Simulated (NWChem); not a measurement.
Si2H4, singlet; SMILES [SiH3][SiH]

```xyz
6

Si     0.1248     1.3373     0.4861
H      1.1816     1.3556    -0.6263
Si    -0.0888    -1.0184     0.1143
H      1.2470    -1.6727     0.3224
H     -0.4973    -1.2511    -1.3122
H     -1.0830    -1.7035     0.9981
```
Atoms are numbered in this order, from 1.

Low-valent species are run as closed-shell singlets; no triplet was tried in these runs. All runs use the structure optimised with PBE0/def2-SVP.

Give the principal values of the shielding tensors (ppm) of Si1, Si3 from BHandHLYP/pcSseg-1, GIAO (NWChem), with their diamagnetic and paramagnetic parts as GIAO splits them.


| atom | σ11 | σ22 | σ33 | isotropic | diamagnetic | paramagnetic |
|---|---|---|---|---|---|---|
| Si1 | -2676.5 | -353.3 | 563.5 | -822.1 | 874.7 | -1696.8 |
| Si3 | 421.1 | 422.2 | 473.1 | 438.8 | 880.2 | -441.4 |
